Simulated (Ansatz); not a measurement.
A run on `C=C[CH2][In]([F])[Cl]` with other settings.

```yaml
crystal:
  periodic: [false, false, false]
  atoms:
    - {symbol: C, position_ang: [-1.292474, 0.147391, -1.140779]}
    - {symbol: C, position_ang: [-0.545424, -0.884571, -0.775677]}
    - {symbol: C, position_ang: [0.552969, -0.894802, 0.233396]}
    - {symbol: In, position_ang: [0.946978, 0.987713, 1.168320]}
    - {symbol: F, position_ang: [-0.031626, 2.630199, 0.780858]}
    - {symbol: Cl, position_ang: [2.554643, 1.454338, 2.772222]}
    - {symbol: H, position_ang: [-2.067202, 0.032461, -1.889709]}
    - {symbol: H, position_ang: [-1.168178, 1.141471, -0.716278]}
    - {symbol: H, position_ang: [-0.730881, -1.849735, -1.247880]}
    - {symbol: H, position_ang: [0.346169, -1.600899, 1.044182]}
    - {symbol: H, position_ang: [1.500427, -1.220564, -0.207954]}
basis:
  gaussian: {orbitals: def2-TZVP}
hamiltonian: {xc: {name: wB97M-V}}
output: {forces: true}
```

```sh
$ ansatz run in.yaml --threads 2 --pin off --events-out ev --progress --plain --max-ram 32768MiB --backend cpu
```

Shortened log:

```
Functional definition: wB97M-V
  name "wB97M-V"
  cite "Mardirossian & Head-Gordon, J. Chem. Phys. 144, 214110 (2016) doi:10.1063/1.4952647"
  cite "Becke, J. Chem. Phys. 107, 8554 (1997) doi:10.1063/1.475007"
  cite "Vydrov & Van Voorhis, J. Chem. Phys. 133, 244103 (2010) doi:10.1063/1.3521275"
  # Of w^i u^j: cxij and so on, Table III.
  parameter omega = 0.3/bohr
  parameter cx = 0.15
  parameter cx01 = 1.007
  parameter cx10 = 0.259
  parameter css00 = 0.443
  parameter css04 = -1.437
  parameter css10 = -4.535
  parameter css20 = -3.390
  parameter css43 = 4.278
  parameter cos00 = 1.000
  parameter cos10 = 1.358
  parameter cos20 = 2.924
  parameter cos21 = -8.812
  parameter cos60 = -1.390
  parameter cos61 = 9.142
  parameter b = 6.0
  parameter c = 0.01
  gx(w, u) = 1 - cx + cx01*u + cx10*w
  gss(w, u) = css00 + css04*u^4 + css10*w + css20*w^2 + css43*w^4*u^3
  gos(w, u) = cos00 + cos10*w + (cos20 + cos21*u)*w^2 + (cos60 + cos61*u)*w^6
  exchange = spin_sum(e_x_unif_sr(omega)*gx(b97_w, b97_u_x)) + cx*exact_x_sr(omega) + exact_x_lr(omega)
  correlation = spin_sum(e_c_pw_mod_same_spin*gss(b97_w, b97_u_same))
      + integral(e_c_pw_mod_opposite_spin*gos(b97_w_opposite, b97_u_opposite)) + vv10(b, c)
1603 factors; their error is unknown
373 factors; integrals over basis functions are off by at most 1.4e-5 eV
mean field evaluation 1: about -23599.3449 eV, gradient 5.8e1 eV
mean field evaluation 2: about -23599.6233 eV, gradient 6.5e1 eV
mean field evaluation 4: about -23606.1204 eV, gradient 2.4e0 eV
mean field evaluation 8: about -23606.1440 eV, gradient 7.3e-2 eV
mean field evaluation 16: about -23606.1767 eV, gradient 3.1e-4 eV
mean field -23606.17673418 eV, -867.5109941398 hartree, gradient 5.4e-5 eV, S^2 0.000000; 0 other end points of the search recorded, 0 dependent functions left out
the calculation of the forces begins
reference -23606.17680970 eV, -867.5109969151 hartree; 35, 35 occupied and 206, 206 virtual orbitals, 1603 factors
Total energy: -23606.17680970 eV, -867.5109969151 hartree
Atom 0 at    -1.292474     0.147391    -1.140779 Å, force     0.009154     0.022763     0.013117 eV/Å
Atom 1 at    -0.545424    -0.884571    -0.775677 Å, force    -0.185240    -0.072863    -0.191830 eV/Å
Atom 2 at     0.552969    -0.894802     0.233396 Å, force     0.237791     0.059302     0.238270 eV/Å
Atom 3 at     0.946978     0.987713     1.168320 Å, force     0.005309    -0.064273    -0.016311 eV/Å
Atom 4 at    -0.031626     2.630199     0.780858 Å, force    -0.005784     0.013331    -0.000689 eV/Å
Atom 5 at     2.554643     1.454338     2.772222 Å, force    -0.030948    -0.010361    -0.030891 eV/Å
Atom 6 at    -2.067202     0.032461    -1.889709 Å, force     0.044547     0.000166     0.041473 eV/Å
Atom 7 at    -1.168178     1.141471    -0.716278 Å, force    -0.000719    -0.054557    -0.017216 eV/Å
Atom 8 at    -0.730881    -1.849735    -1.247880 Å, force    -0.001643     0.068953     0.020333 eV/Å
Atom 9 at     0.346169    -1.600899     1.044182 Å, force     0.006882     0.032681    -0.074945 eV/Å
Atom 10 at     1.500427    -1.220564    -0.207954 Å, force    -0.079350     0.004858     0.018689 eV/Å
Dipole moment:    -0.107502    -0.796863    -0.341019 e Å
```

It took 20 s on 2 threads of an AMD EPYC 7R13 on a shared host, with 1 GiB of host memory at the peak.
